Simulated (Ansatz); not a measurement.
Program: Ansatz. Geometries: PBE0-D4/def2-TZVP. ΔE: electronic, gas phase. CCSD(T)/CBS is the MP2 limit (def2-TZVPP, def2-QZVPP) plus CCSD(T) − MP2 in def2-TZVPP, frozen cores. DFT in def2-TZVPP. For Ga outer-core shells are correlated without core-valence functions, which leaves a few kJ/mol of doubt a bond. Scalar relativity is left out up to krypton. Each species was taken in one conformer, which may not be the lowest.

`N[SiH](F)C[SiH3]` + `Cl[BH][GaH2]` → `N[SiH](F)BCl` + `[SiH3][CH2][GaH2]`  (redistribution)

`N[SiH](F)C[SiH3]`:

Cartesian coordinates in Å:
```
N -1.453 -1.268 0.041
Si -0.541 -0.447 -1.137
F -0.116 -1.375 -2.379
C 1.013 0.207 -0.368
Si 0.737 1.160 1.222
H -1.024 -1.866 0.728
H -2.414 -1.518 -0.119
H -1.399 0.610 -1.717
H 1.513 0.853 -1.098
H 1.698 -0.626 -0.170
H -0.361 2.149 1.058
H 0.378 0.228 2.323
H 1.970 1.894 1.617
```

`Cl[BH][GaH2]`:

Cartesian coordinates in Å:
```
Cl 0.914 -1.829 1.227
B 0.826 -0.663 -0.074
Ga -0.734 0.720 -0.091
H 1.701 -0.751 -0.885
H -0.605 2.115 0.625
H -2.102 0.409 -0.802
```

`N[SiH](F)BCl`:

```xyz
9

N    -0.124    1.252    0.801
Si   -0.674   -0.225    0.171
F    -1.813   -0.090   -0.962
B     0.886   -1.131   -0.737
Cl    2.040   -0.133   -1.585
H    -0.630    1.772    1.498
H     0.530    1.828    0.296
H    -1.317   -0.969    1.281
H     1.104   -2.303   -0.762
```

`[SiH3][CH2][GaH2]`:

```xyz
10

Si   -0.007    1.029   -1.008
C     0.435   -0.623   -0.258
Ga   -0.329   -0.879    1.536
H     0.577    1.205   -2.366
H     0.486    2.140   -0.147
H    -1.486    1.169   -1.122
H     1.526   -0.690   -0.201
H     0.069   -1.410   -0.925
H    -1.752   -1.527    1.691
H     0.480   -0.415    2.800
```

| level | ΔE (kJ/mol) |
| --- | --- |
| PBE-D4 | 21.2 |
| ωB97M-V | 27.0 |
| PBE | 20.8 |
| MP2/def2-TZVPP | 20.7 |

What does CCSD(T)/CBS give? (Estimate.)

Computed: +21.1 kJ/mol. The listed levels differ from it by 0.1, 5.9, -0.3, -0.4 kJ/mol.

Largest T1 diagnostic among the species: 0.014.
